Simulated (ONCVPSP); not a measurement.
What one change does to a pseudopotential (holmium, ONCV)

ONCVPSP 4.0.1 input, shortened (lines: element, Z, core and valence counts, functional; n l f; lmax; l rc ep ncon nbas qcut; lloc lpopt rc5 dvloc0; l nproj debl; icmod fcfact rcfact), LDA (Perdew-Zunger), fully relativistic:

```
  Ho 67.00   10    5        3      upf
    1    0    2.00
    2    0    2.00
    2    1    6.00
    3    0    2.00
    3    1    6.00
    3    2   10.00
    4    0    2.00
    4    1    6.00
    4    2   10.00
    4    3   10.00
    5    0    2.00
    5    1    6.00
    5    2    1.00
    6    0    1.75
    6    1    0.25
    2
    0    2.05    0.00    4    8    5.00
    1    2.75    0.00    4    9    4.00
    2    2.05    0.00    5    9    4.60
    4    5    1.50    1.00
    0    2    1.20
    1    2    0.80
    2    2    2.80
    0    0.00    0.00
```

Open shells are filled in proportion to 2j + 1.

Change: d: debl 0.45.

Cutoffs: the cutoffs (Ha) at which the residual kinetic energy of the hardest occupied pseudo-wave falls to 1 and 0.1 mHa per electron; they do not see the model core or the augmentation charge, which bear on the density cutoff. Errors are all-electron minus pseudo energies relative to the spin-unpolarised reference configuration.

Problem. How do hardness, ghosts and transferability respond?

Solution. The potential gets neither clearly harder nor softer (9.7 Ha and 12 Ha → 9.7 Ha and 12 Ha); both files keep a bound ghost (p); the errors of the 4 common tests hardly move; the range in which the d5/2 phases agree narrows (upper end at the end of the scan → 3.2); the range in which the d3/2 phases agree narrows (upper end at the end of the scan → 3.2).

| quantity | base | changed |
| --- | --- | --- |
| cutoff, loose | 9.7 Ha | 9.7 Ha |
| cutoff, tight | 12 Ha | 12 Ha |
| bound ghosts | p3/2 | p3/2 |
| GHOST(+) flags under 300 eV | s at 109.4 eV | s at 109.4 eV |
| error for 5s2 5p6 5d1 6s2 6p0, meV [ΔE -0.77 eV] | 0.0 | 0.0 |
| error for 5s2 5p6 5d1 6s1 6p0, meV [ΔE 6.38 eV] | +1.7 | +1.6 |
| error for 5s2 5p6 5d1 6s0 6p0, meV [ΔE 19.26 eV] | +12 | +12 |
| error for 5s1 5p6 5d1 6s2 6p0, meV [ΔE 59.54 eV] | -552 | -552 |
| s: phases at 2.08 bohr within 0.05 rad from the reference energy up to (Ha; the scan ends near 5) | 3.6 | 3.6 |
| p3/2: phases at 2.79 bohr within 0.05 rad from the reference energy up to (Ha; the scan ends near 5) | 3.1 | 3.1 |
| p1/2: phases at 2.79 bohr within 0.05 rad from the reference energy up to (Ha; the scan ends near 5) | 3.3 | 3.3 |
| d5/2: phases at 2.08 bohr within 0.05 rad from the reference energy up to (Ha; the scan ends near 5) | to the end of the scan | 3.2 |
| d3/2: phases at 2.08 bohr within 0.05 rad from the reference energy up to (Ha; the scan ends near 5) | to the end of the scan | 3.2 |

 A true bound ghost makes a file unfit for plane-wave use even where its test errors are small: the radial tests pick states by their node count and pass the ghost by.
